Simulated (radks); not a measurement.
Rh I, configuration [Kr] 5s(up 0.5, down 0.5) 4d(up 5, down 3) (fractional occupations, a model configuration).

All-electron calculation, scalar-relativistic Kohn-Sham, LDA (Slater exchange, Perdew-Wang correlation), spin-polarised, spherical densities, point nucleus. Program: a radial shooting solver on a logarithmic mesh with Libxc functionals.

Energy parts (eV):
part                       energy
total                 -130057.436
kinetic                134658.039
electron-nucleus      -314054.981
Hartree                 52981.837
exchange-correlation    -3642.331

Orbitals (lengths in bohr, moments of r in powers of bohr; <r^-3> diverges for s and p1/2):
orbital	occ.	eigenvalue (eV)	<r^-3>	<1/r>
1s up	1	-23008.99	-	47.00
1s down	1	-23008.99	-	47.00
2s up	1	-3336.670	-	10.64
2s down	1	-3336.382	-	10.64
2p up	3	-2992.384	3241	10.31
2p down	3	-2992.158	3241	10.31
3s up	1	-595.7511	-	3.704
3s down	1	-595.5474	-	3.704
3p up	3	-482.5869	564.2	3.531
3p down	3	-482.3655	564.2	3.531
3d up	5	-301.0696	76.50	3.306
3d down	5	-300.7751	76.51	3.306
4s up	1	-83.0929	-	1.405
4s down	1	-81.8753	-	1.408
4p up	3	-51.0936	89.84	1.255
4p down	3	-49.8349	90.13	1.256
4d up	5	-6.6640	6.353	0.8693
4d down	3	-5.5201	6.199	0.8566
5s up	0.5	-4.7787	-	0.4000
5s down	0.5	-4.3649	-	0.3867

The highest occupied level is 5s down at -4.365 eV. The density falls to 0.001 e/bohr^3 at r = 4.41 bohr. Summed over all electrons, <r^2> = 51.24 bohr^2, which gives a Langevin (diamagnetic) susceptibility term of -40.6 x 10^-6 cm^3/mol. Spin moment in Bohr magnetons: 2.
